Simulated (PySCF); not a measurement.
Calculation: PBE-D3(BJ)/def2-TZVP // r2SCAN-D4/def2-TZVP run with PySCF. Isolated molecules, 0 K electronic values unless said otherwise. One relaxed conformer stands for a flexible species; it need not be the lowest. Excitations are Tamm–Dancoff values on a coarser integration grid. The basis has no diffuse functions, so Rydberg states are missing or too high.

Reference species (SMILES): `[NH2][Ga]([NH2])[NH2]` (neutral, multiplicity 1).

| Item | Value |
|---|---|
| T1 excitation (TDA) | 4.49 eV |
| LUMO | -0.69 eV |

Changed species: `[NH2][Ga]([NH2])[SiH3]` (1 of 3 NH2 replaced by SiH3; the reference has 0 of 3 NH2 replaced by SiH3).

What does the change do to the T1 excitation (TDA) and LUMO?

the T1 excitation (TDA) falls by 0.55 eV, to 3.94 eV; the LUMO drops by 0.48 eV, to -1.17 eV.
